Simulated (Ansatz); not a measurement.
Start from `N=[C](N)[AlH][F]` and change one atom or group to get `N=[C](Cl)[AlH][F]`.

Ansatz, PBE0-D4/def2-TZVP geometries, multiplicity 1. Each molecule was computed in one conformer, which needn't be the lowest.

```csv
property,`N=[C](N)[AlH][F]`
HOMO energy (PBE/def2-TZVPP) / eV,-5.59
size of the dipole moment (PBE/def2-TZVPP) / D,3.01
HOMO energy (PBE0/def2-TZVPP) / eV,-6.96
size of the dipole moment (B3LYP/def2-TZVPP) / D,3.16
LUMO energy (PBE0/def2-TZVPP) / eV,-1.62
size of the dipole moment (ωB97M-V/def2-TZVPP) / D,3.17
```

(1) What does the change do to each property? (Best estimate.)

Answers

(1) Ansatz gave: 
| property | `N=[C](Cl)[AlH][F]` | shift |
| --- | --- | --- |
| HOMO energy (PBE/def2-TZVPP) / eV | -6.80 | -1.21 |
| size of the dipole moment (PBE/def2-TZVPP) / D | 1.15 | -1.86 |
| HOMO energy (PBE0/def2-TZVPP) / eV | -8.16 | -1.20 |
| size of the dipole moment (B3LYP/def2-TZVPP) / D | 1.15 | -2.01 |
| LUMO energy (PBE0/def2-TZVPP) / eV | -2.09 | -0.47 |
| size of the dipole moment (ωB97M-V/def2-TZVPP) / D | 1.10 | -2.07 |

With PBE0 the HOMO falls by 1.20 eV and the LUMO falls by 0.47 eV, so the gap widens by about 0.73 eV. PBE moves the HOMO by -1.21 eV and ωB97M-V by -1.08 eV. Dipoles are sizes alone; their direction can turn.

B3LYP here is the variant with VWN-RPA as its local correlation; programs differ in this.
